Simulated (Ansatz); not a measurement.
C2H3F2NSi (`N=C1C(F)[SiH]1F`), relaxed with RKS PBE0-D4/def2-TZVP in the Gaussian-basis code of Ansatz from a PBE-D4/def2-SVP geometry. The force threshold is 0.005 eV/Å; the program also tests the step.

Charge 0, multiplicity 1.

Start:

```xyz
9

N    -1.026    0.729    1.587
C    -0.531    0.466    0.441
C     0.797    0.410   -0.248
F     1.988    0.464    0.426
Si   -0.423   -0.978   -0.749
F    -0.860   -1.056   -2.325
H    -0.319    1.225    2.170
H     0.788    1.096   -1.131
H    -0.415   -2.356   -0.171
```

**Question.** By how much does the energy fall, and how many steps does the optimiser take? (An estimate is asked.)

**Answer.** Ansatz gave: 1.96 kcal/mol, in 8 steps.

**Question.** Which bonds change most? (Estimate.)

**Answer.** The calculation gave: Si5–F6 from 1.638 to 1.589 Å; C3–Si5 from 1.915 to 1.879 Å; C2–Si5 from 1.874 to 1.845 Å; Si5–H9 from 1.495 to 1.475 Å.

**Question.** Give the relaxed structure. (Estimate.)

**Answer.** The calculation gave: 
```xyz
9

N    -1.016    0.743    1.561
C    -0.537    0.424    0.442
C     0.790    0.385   -0.251
F     1.972    0.428    0.423
Si   -0.404   -0.975   -0.753
F    -0.883   -1.026   -2.268
H    -0.327    1.255    2.122
H     0.778    1.106   -1.081
H    -0.373   -2.340   -0.194
```
